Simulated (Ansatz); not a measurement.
Computed with Ansatz on PBE0-D4/def2-TZVP structures; ΔE is electronic, products minus reactants. CCSD(T)/CBS adds triple-zeta CCSD(T) − MP2 to the extrapolated MP2 energy (def2 sets, frozen cores). This one scheme is used for every species. DFT in def2-TZVPP. B3LYP here is the variant with VWN-RPA as its local correlation; programs differ in this. Each species was taken in one conformer, which may not be the lowest.

Reaction (ligand exchange at the Si–C bond): `N[SiH2]C(F)F` + `[AlH2][SH]` → `N[SiH2][S][AlH2]` + `FCF`

```
             level  ΔE (kcal/mol)  difference from CCSD(T)/CBS
            PBE-D4          -23.6                          0.7
         revPBE-D4          -23.8                          0.5
           BLYP-D4          -22.0                          2.3
          B3LYP-D4          -23.1                          1.2
        r2SCANh-D4          -24.6                         -0.3
            B2PLYP          -23.2                          1.1
          PBE-QIDH          -25.8                         -1.5
           r2SCANh          -24.3                          0.0
             BHLYP          -22.8                          1.5
      MP2/def2-SVP          -25.1                         -0.8
     CCSD/def2-SVP          -23.2                          1.1
  CCSD(T)/def2-SVP          -23.3                          1.0
     HF/def2-TZVPP          -23.9                          0.4
SCS-MP2/def2-TZVPP          -24.9                         -0.6
CCSD(T)/def2-TZVPP          -24.1                          0.2
      HF/CBS(def2)          -23.8                          0.5
       CCSD(T)/CBS          -24.3                            0
```

(1) What do rigid-rotor, harmonic-oscillator terms from PBE0-D4/def2-TZVP frequencies (298.15 K, 1 bar) make of the CCSD(T)/CBS value? (An estimate is asked.)

Largest T1 diagnostic among the species: 0.012.

## Answers

(1) Computed: ΔZPE = +3.0 kcal/mol, ΔH = -21.6 kcal/mol, ΔS = -13 J/(mol·K), ΔG = -20.7 kcal/mol.

The D4 term adds −1.5 kcal/mol with B3LYP and −0.8 kcal/mol with PBE0; it sums over pairs of atoms, weighted by their polarisabilities, and B3LYP, whose exchange is more repulsive, gets the larger term. Leaving LDA and LC-ωPBE aside and taking each functional with its dispersion term where it has one, the values spread over 3.8 kcal/mol, from PBE-QIDH to BLYP-D4. From PBE to PBE0 (25 % exact exchange), in def2-TZVPP and without D4, ΔE moves by −1.4 kcal/mol.

CCSD(T)/CBS has its own doubt, a few kJ/mol and more with outer-core shells, so smaller differences from it don't rank the levels.
